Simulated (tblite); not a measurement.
`CC#C[Si@H]1C[Si@@H](F)C1`. The geometry is computed with GFN2-xTB (gas phase).

```
atom  x, y, z in Å
C1     3.7146    0.3378   -0.4066
C2     2.3133    0.0045   -0.5221
C3     1.1452   -0.2762   -0.6217
Si4   -0.6471   -0.6823   -0.7453
C5    -1.4195   -1.2297    0.9333
Si6   -2.4415    0.3765    1.0464
F7    -1.8485    1.3561    2.1930
C8    -1.7830    0.8728   -0.6729
H9     4.3259   -0.5023   -0.7358
H10    3.9587    0.5686    0.6303
H11    3.9427    1.2049   -1.0263
H12   -0.8872   -1.5866   -1.8763
H13   -2.0100   -2.1400    0.8743
H14   -0.7076   -1.3717    1.7422
H15   -3.8653    0.3478    1.3333
H16   -1.2603    1.8254   -0.7012
H17   -2.5373    0.9065   -1.4544
```

Q: Give the dihedral angles C8–Si4–C5–H13, H14–C5–Si6–C8, C3–Si4–C8–Si6, H15–Si6–C8–H17, C5–Si6–C8–H17.

A: C8–Si4–C5–H13 114° (anticlinal); H14–C5–Si6–C8 122° (anticlinal); C3–Si4–C8–Si6 -111° (anticlinal); H15–Si6–C8–H17 -13° (synperiplanar); C5–Si6–C8–H17 114° (anticlinal). Dihedral signs follow IUPAC: positive where, seen along the central bond, the front bond turns clockwise onto the rear one.

Q: Which two atoms are farthest apart?

A: H9···H15, 8.49 Å; the next longest distance is 8.20 Å.

Q: Work out the bond lengths C1–H9, C1–H11, C2≡C3, Si4–C5, Si4–C8, C5–H14, Si6–H15 in Å.

A: For C1–H9 the difference vector is (0.6113, -0.8401, -0.3292) Å, of length 1.0899 Å. C1–H9 1.090; C1–H11 1.090; C2≡C3 1.205; Si4–C5 1.927; Si4–C8 1.927; C5–H14 1.087; Si6–H15 1.453 Å.

Q: How far apart are these pairs, which share no bond: C3···H16, Si4···F7, C5···H12, Si6···H12, Si6···H14, H10···H11, H12···H13?

A: C3···H16 3.195 Å (3 bonds apart); Si4···F7 3.773 Å (3 bonds apart); C5···H12 2.882 Å (2 bonds apart); Si6···H12 3.849 Å (3 bonds apart); Si6···H14 2.559 Å (2 bonds apart); H10···H11 1.775 Å (2 bonds apart); H12···H13 3.022 Å (3 bonds apart).

Q: How far are the heavy atoms from their best plane (unweighted least squares)?

A: 0.668 Å rms; C1 0.00, C2 0.00, C3 0.00, Si4 0.00, C5 1.33, Si6 0.00, F7 0.00, C8 1.34 Å (magnitudes).

Q: What is the repulsion energy of the bare nuclei, Σ ZA·ZB/RAB?

A: 485.06 Eh over 136 pairs, with full nuclear charges and distances in bohr; the largest single term is 41.15 Eh (Si6 with F7).

Q: What are the angles C2–C1–H10, C1–C2–C3, Si4–C5–H13, Si6–C5–H14, C5–Si6–F7, F7–Si6–C8, Si6–C8–H17?

A: From the scalar product of the two bond vectors; for C2–C1–H10 it is -0.5388 Å² over 1.4451 × 1.0900 Å², cos θ = -0.3421. C2–C1–H10 110.0°; C1–C2–C3 179.8°; Si4–C5–H13 114.1°; Si6–C5–H14 114.6°; C5–Si6–F7 110.8°; F7–Si6–C8 110.7°; Si6–C8–H17 114.6°.

Q: Write the matrix of distances between heavy atoms (Å, lower triangle).

A: 
```
C1    0.000
C2    1.445  0.000
C3    2.650  1.205  0.000
Si4   4.492  3.047  1.842  0.000
C5    5.533  4.192  3.147  1.927  0.000
Si6   6.325  5.021  4.009  2.748  1.907  0.000
F7    6.224  5.150  4.421  3.773  2.908  1.620  0.000
C8    5.530  4.190  3.146  1.927  2.671  1.907  2.907  0.000
```

Its lowest GFN2-xTB frequency is 15i cm⁻¹, too small to tell a flat minimum from a shallow saddle.
